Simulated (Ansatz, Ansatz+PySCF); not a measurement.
```yaml
atoms:
  - { symbol: C, position_ang: [0.2627, 0.6084, 0.0710] }
  - { symbol: C, position_ang: [-0.2540, -0.6016, -0.0761] }
  - { symbol: C, position_ang: [0.3084, 1.6694, -0.9904] }
  - { symbol: C, position_ang: [-0.3061, -1.6654, 0.9823] }
  - { symbol: H, position_ang: [0.6944, 0.8797, 1.0321] }
  - { symbol: H, position_ang: [-0.6851, -0.8698, -1.0385] }
  - { symbol: H, position_ang: [-0.1380, 1.3228, -1.9231] }
  - { symbol: H, position_ang: [-0.2267, 2.5675, -0.6699] }
  - { symbol: H, position_ang: [1.3382, 1.9697, -1.1997] }
  - { symbol: H, position_ang: [0.1480, -1.3280, 1.9149] }
  - { symbol: H, position_ang: [-1.3386, -1.9567, 1.1941] }
  - { symbol: H, position_ang: [0.2186, -2.5672, 0.6558] }
```

Basis set: def2-SVP (spherical functions). Correlated methods keep 4 orbitals frozen. Charge 0, multiplicity 3.

Computed with Ansatz (development build ahead of 0.2.0); each method stands on the lowest determinant of its kind that the runs found.

Question: Give the atomization energy at this shape (free ground-state atoms in the same class of orbitals less the molecule, no zero-point energy) of triplet C₄H₈ by UHF-MP2, UHF.

Answer:

| method | atomization energy |
| --- | --- |
| UHF-MP2 | 4221.4 kJ/mol |
| UHF | 3395.2 kJ/mol |

Caution: another spin multiplicity may lie lower; the shape is not the minimum.
